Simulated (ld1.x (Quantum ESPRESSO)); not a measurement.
**PBE PAW dataset for tungsten (W), scalar-relativistic all-electron reference.**

The input file (ld1.x (Quantum ESPRESSO) 7.5):

```
&input
   title='W', zed=74., rel=1, dft='PBE', iswitch=3,
   config='[Xe] 4f14 5d4 6s2 6p0',
   nld=3, rlderiv=5.00, eminld=-2.0, emaxld=5.0, deld=0.02
 /
 &inputp
   pseudotype=3, lpaw=.true., tm=.true., lloc=-1, rcloc=2.45,
   nlcc=.true., new_core_ps=.true.,
   which_augfun='PSQ', rmatch_augfun_nc=.true.,
   file_pseudopw='W.UPF', file_wfcaegen='ae.wfc', file_wfcncgen='nc.wfc', file_beta='beta', file_chi='chi', file_wfcusgen='us.wfc'
 /
6
6S  1  0   2.00   0.00  2.30  3.15  0.0
6S  1  0   0.00   0.30  2.30  3.15  0.0
6P  2  1   0.00   0.00  3.80  4.60  0.0
6P  2  1   0.00   0.80  3.80  4.60  0.0
5D  3  2   4.00   0.00  1.90  2.20  0.0
5D  3  2   0.00   3.10  1.90  2.20  0.0
 &test
   configts(1)='5d4 6s2 6p0'
 /
```

Command:

```bash
ld1.x < W.in > W.out
```

Resulting log (shortened: banner, matrices, multipoles, cross overlaps and the repeated all-electron block are left out):

```
Program LD1 v.7.5
     --------------------------- All-electron run ----------------------------

     W
     scalar relativistic calculation

     atomic number is 74.00
     dft =PBE   lsd =0 sic =0 latt =0  beta=0.20 tr2=1.0E-14
     Exchange-correlation= PBE
                           (   1   4   3   4   0   0   0)
     mesh =1273 r(mesh) =  99.08072 a.u. xmin = -7.00 dx = 0.01250
     1 Ry =  13.60569312 eV, c = 137.03599908

     n l     nl                  e(Ry)          e(Ha)          e(eV)
     1 0     1S 1( 2.00)     -5108.0325     -2554.0163    -69498.3227
     2 0     2S 1( 2.00)      -881.6250      -440.8125    -11995.1197
     2 1     2P 1( 6.00)      -770.9375      -385.4687    -10489.1389
     3 0     3S 1( 2.00)      -203.0444      -101.5222     -2762.5605
     3 1     3P 1( 6.00)      -170.2715       -85.1358     -2316.6624
     4 0     4S 1( 2.00)       -41.8880       -20.9440      -569.9155
     4 1     4P 1( 6.00)       -31.1402       -15.5701      -423.6836
     3 2     3D 1(10.00)      -132.6048       -66.3024     -1804.1802
     5 0     5S 1( 2.00)        -5.8117        -2.9059       -79.0726
     5 1     5P 1( 6.00)        -3.1753        -1.5876       -43.2016
     4 2     4D 1(10.00)       -17.5243        -8.7621      -238.4301
     4 3     4F 1(14.00)        -2.4407        -1.2203       -33.2069
     5 2     5D 1( 4.00)        -0.3293        -0.1646        -4.4800
     6 0     6S 1( 2.00)        -0.4199        -0.2099        -5.7127
     6 1     6P 1( 0.00)        -0.1001        -0.0500        -1.3613

     final scf error:  6.9E-15 reached in  30 iterations

     Etot =  -32285.036163 Ry,  -16142.518081 Ha, -439260.294494 eV

     Ekin =   35580.599384 Ry,   17790.299692 Ha,  484098.716355 eV
     Encl =  -79832.739882 Ry,  -39916.369941 Ha,-1086179.759999 eV
     Eh   =   12612.479938 Ry,    6306.239969 Ha,  171601.531560 eV
     Exc  =    -645.375604 Ry,    -322.687802 Ha,   -8780.782411 eV

     normalization and overlap integrals

     s(1S/1S) =  1.000000  <r> =   0.0183  <r2> =    0.0005  r(max) =   0.0115
     s(2S/2S) =  1.000000  <r> =   0.0776  <r2> =    0.0071  r(max) =   0.0653
     s(2P/2P) =  1.000000  <r> =   0.0694  <r2> =    0.0059  r(max) =   0.0541
     s(3S/3S) =  1.000000  <r> =   0.2010  <r2> =    0.0462  r(max) =   0.1842
     s(3P/3P) =  1.000000  <r> =   0.2013  <r2> =    0.0470  r(max) =   0.1842
     s(4S/4S) =  1.000000  <r> =   0.4495  <r2> =    0.2281  r(max) =   0.4204
     s(4P/4P) =  1.000000  <r> =   0.4780  <r2> =    0.2599  r(max) =   0.4419
     s(3D/3D) =  1.000000  <r> =   0.1824  <r2> =    0.0390  r(max) =   0.1490
     s(5S/5S) =  1.000000  <r> =   1.0670  <r2> =    1.2795  r(max) =   0.9593
     s(5P/5P) =  1.000000  <r> =   1.2493  <r2> =    1.7716  r(max) =   1.0870
     s(4D/4D) =  1.000000  <r> =   0.5113  <r2> =    0.3030  r(max) =   0.4531
     s(4F/4F) =  1.000000  <r> =   0.6078  <r2> =    0.4644  r(max) =   0.4310
     s(5D/5D) =  1.000000  <r> =   2.0741  <r2> =    5.2814  r(max) =   1.4858
     s(6S/6S) =  1.000000  <r> =   3.1762  <r2> =   11.5366  r(max) =   2.6736
     s(6P/6P) =  1.000000  <r> =   4.8422  <r2> =   27.6044  r(max) =   3.7469

     ------------------------ End of All-electron run ------------------------

     --------------------- Generating PAW atomic setup --------------------

      Generating local potential from pseudized AE potential:
      Matching radius rcloc =   2.4500

      Local pseudo, rcloc= 2.450 Estimated cut-off energy=     4.13 Ry

      Computing core charge for nlcc:

       r > 1.58 : true rho core
      Core charge pseudized with two Bessel functions
      Integrated core pseudo-charge :  15.30
      Wfc-us  6S rcutus= 3.145  Estimated cut-off energy=     4.76 Ry
      Wfc-us  6S rcutus= 3.145  Estimated cut-off energy=     6.55 Ry
      Wfc-us  6P rcutus= 4.577  Estimated cut-off energy=     3.69 Ry
      Wfc-us  6P rcutus= 4.577  Estimated cut-off energy=     7.28 Ry
      Wfc-us  5D rcutus= 2.217  Estimated cut-off energy=    23.42 Ry
      Wfc-us  5D rcutus= 2.217  Estimated cut-off energy=    43.79 Ry

     Required augmentation: PSQ   radius:    4.600000

     Q pseudized with Bessel functions
     Expected ecutrho=     143.9750 due to l1=  2   l2=  2

     Estimated PAW energy = -654.362084 Ryd

     ------------------- End of pseudopotential generation -------------------

     Computing logarithmic derivative in   5.02640
     Computing logarithmic derivative in   5.02640
     Computing the partial wave expansion
     R is outside the sphere for l=    0 j= 0.00
     R is outside the sphere for l=    0 j= 0.00
     R is outside the sphere for l=    1 j= 0.00
     R is outside the sphere for l=    1 j= 0.00
     R is outside the sphere for l=    2 j= 0.00
     R is outside the sphere for l=    2 j= 0.00

     ---------------------- Testing the pseudopotential ----------------------

     W
     scalar relativistic calculation

     atomic number is 74.00   valence charge is  6.00
     dft = SLA  PW   PBX  PBC   lsd =0 sic =0 latt =0  beta=0.20 tr2=1.0E-14
     mesh =1273 r(mesh) =  99.08072 xmin = -7.00 dx = 0.01250

     n l     nl             e AE (Ry)        e PS (Ry)    De AE-PS (Ry)
     3 2     5D   1( 4.00)       -0.32927       -0.32928        0.00000
     1 0     6S   1( 2.00)       -0.41988       -0.41988        0.00000
     2 1     6P   1( 0.00)       -0.10005       -0.10005        0.00000

     eps = 7.5E-16  iter =  3

     Etot =  -32285.036163 Ry,  -16142.518081 Ha, -439260.294494 eV
     Etotps =  -654.362088 Ry,    -327.181044 Ha,   -8903.049754 eV

     Ekin =      44.123097 Ry,      22.061548 Ha,     600.325316 eV
     Encl =     -66.599903 Ry,     -33.299952 Ha,    -906.137847 eV
     Ehrt =      13.490320 Ry,       6.745160 Ha,     183.545152 eV
     Ecxc =    -645.375601 Ry,    -322.687800 Ha,   -8780.782376 eV
     (Ecc =     -25.928308 Ry,     -12.964154 Ha,    -352.772596 eV)

     ---------------------- End of pseudopotential test ----------------------
```

Generation and configuration tests took about 3.4 s on one core of a shared server CPU.

Transferability test of the new file with ld1.x, input:

```
&input
   title='W', zed=74., rel=1, dft='PBE', iswitch=2,
   config='[Xe] 4f14 5d4 6s2 6p0'
 /
 &test
   file_pseudo='W.UPF', nconf=8,
   configts(1)='5d4 6s2 6p0',
   configts(2)='5d4 6s1 6p0',
   configts(3)='5d4 6s0 6p0',
   configts(4)='5d3 6s0 6p0',
   configts(5)='5d4 6s1 6p1',
   configts(6)='5d5 6s0 6p0',
   configts(7)='5d4 6s0 6p1',
   configts(8)='5d4 6s1.5 6p0'
 /
```

```bash
ld1.x < W.test.in > W.test.out
```

Pseudopotential blocks of its output, shortened (energy terms left out):

```
     ---------------------- Testing the pseudopotential ----------------------

     n l     nl             e AE (Ry)        e PS (Ry)    De AE-PS (Ry)
     3 2     5D   1( 4.00)       -0.32927       -0.32928        0.00000
     1 0     6S   1( 2.00)       -0.41988       -0.41988        0.00000
     2 1     6P   1( 0.00)       -0.10005       -0.10005        0.00000

     eps = 7.5E-16  iter =  3

     Etot =  -32285.036163 Ry,  -16142.518081 Ha, -439260.294495 eV
     Etotps =  -654.362088 Ry,    -327.181044 Ha,   -8903.049754 eV

     ---------------------- End of pseudopotential test ----------------------

          ---------------------- Testing the pseudopotential ----------------------

     n l     nl             e AE (Ry)        e PS (Ry)    De AE-PS (Ry)
     3 2     5D   1( 4.00)       -0.86192       -0.86232        0.00040
     1 0     6S   1( 1.00)       -0.89530       -0.89548        0.00019
     2 1     6P   1( 0.00)       -0.50053       -0.50096        0.00043

     eps = 1.2E-17  iter = 10

     Etot =  -32284.383265 Ry,  -16142.191633 Ha, -439251.411371 eV
     Etotps =  -653.708916 Ry,    -326.854458 Ha,   -8894.162902 eV
     dEtot_ae =       0.652898 Ry
     dEtot_ps =       0.653172 Ry,   Delta E=      -0.000274 Ry

     ---------------------- End of pseudopotential test ----------------------

          ---------------------- Testing the pseudopotential ----------------------

     n l     nl             e AE (Ry)        e PS (Ry)    De AE-PS (Ry)
     3 2     5D   1( 4.00)       -1.46122       -1.46350        0.00228
     1 0     6S   1( 0.00)       -1.41739       -1.41881        0.00142
     2 1     6P   1( 0.00)       -0.95514       -0.95868        0.00354

     eps = 7.6E-17  iter =  7

     Etot =  -32283.230847 Ry,  -16141.615423 Ha, -439235.731921 eV
     Etotps =  -652.555436 Ry,    -326.277718 Ha,   -8878.469002 eV
     dEtot_ae =       1.805316 Ry
     dEtot_ps =       1.806652 Ry,   Delta E=      -0.001336 Ry

     ---------------------- End of pseudopotential test ----------------------

          ---------------------- Testing the pseudopotential ----------------------

     n l     nl             e AE (Ry)        e PS (Ry)    De AE-PS (Ry)
     3 2     5D   1( 3.00)       -2.28639       -2.31057        0.02418  !
     1 0     6S   1( 0.00)       -2.08186       -2.09385        0.01200  !
     2 1     6P   1( 0.00)       -1.53018       -1.55842        0.02824  !

     eps = 6.1E-15  iter =  9

     Etot =  -32281.365306 Ry,  -16140.682653 Ha, -439210.349951 eV
     Etotps =  -650.677905 Ry,    -325.338953 Ha,   -8852.923902 eV
     dEtot_ae =       3.670856 Ry
     dEtot_ps =       3.684182 Ry,   Delta E=      -0.013326 Ry

     ---------------------- End of pseudopotential test ----------------------

          ---------------------- Testing the pseudopotential ----------------------

     n l     nl             e AE (Ry)        e PS (Ry)    De AE-PS (Ry)
     3 2     5D   1( 4.00)       -0.43350       -0.43350       -0.00000
     1 0     6S   1( 1.00)       -0.49664       -0.49649       -0.00015
     2 1     6P   1( 1.00)       -0.15553       -0.15546       -0.00006

     eps = 2.2E-15  iter = 20

     Etot =  -32284.705785 Ry,  -16142.352892 Ha, -439255.799470 eV
     Etotps =  -654.031639 Ry,    -327.015820 Ha,   -8898.553779 eV
     dEtot_ae =       0.330378 Ry
     dEtot_ps =       0.330448 Ry,   Delta E=      -0.000070 Ry

     ---------------------- End of pseudopotential test ----------------------

          ---------------------- Testing the pseudopotential ----------------------

     n l     nl             e AE (Ry)        e PS (Ry)    De AE-PS (Ry)
     3 2     5D   1( 5.00)       -0.74575       -0.74213       -0.00362
     1 0     6S   1( 0.00)       -0.83049       -0.83196        0.00147
     2 1     6P   1( 0.00)       -0.46085       -0.46222        0.00137

     eps = 2.9E-16  iter =  9

     Etot =  -32284.323829 Ry,  -16142.161914 Ha, -439250.602700 eV
     Etotps =  -653.646710 Ry,    -326.823355 Ha,   -8893.316553 eV
     dEtot_ae =       0.712334 Ry
     dEtot_ps =       0.715377 Ry,   Delta E=      -0.003043 Ry

     ---------------------- End of pseudopotential test ----------------------

          ---------------------- Testing the pseudopotential ----------------------

     n l     nl             e AE (Ry)        e PS (Ry)    De AE-PS (Ry)
     3 2     5D   1( 4.00)       -0.95514       -0.95353       -0.00161
     1 0     6S   1( 0.00)       -0.96177       -0.96064       -0.00114
     2 1     6P   1( 1.00)       -0.55469       -0.55482        0.00012

     eps = 8.6E-15  iter = 14

     Etot =  -32283.982473 Ry,  -16141.991236 Ha, -439245.958312 eV
     Etotps =  -653.308664 Ry,    -326.654332 Ha,   -8888.717198 eV
     dEtot_ae =       1.053690 Ry
     dEtot_ps =       1.053423 Ry,   Delta E=       0.000267 Ry

     ---------------------- End of pseudopotential test ----------------------

          ---------------------- Testing the pseudopotential ----------------------

     n l     nl             e AE (Ry)        e PS (Ry)    De AE-PS (Ry)
     3 2     5D   1( 4.00)       -0.58620       -0.58629        0.00009
     1 0     6S   1( 1.50)       -0.65091       -0.65093        0.00002
     2 1     6P   1( 0.00)       -0.29183       -0.29190        0.00006

     eps = 5.0E-15  iter =  9

     Etot =  -32284.769172 Ry,  -16142.384586 Ha, -439256.661901 eV
     Etotps =  -654.095005 Ry,    -327.047502 Ha,   -8899.415910 eV
     dEtot_ae =       0.266991 Ry
     dEtot_ps =       0.267083 Ry,   Delta E=      -0.000092 Ry

     ---------------------- End of pseudopotential test ----------------------
```
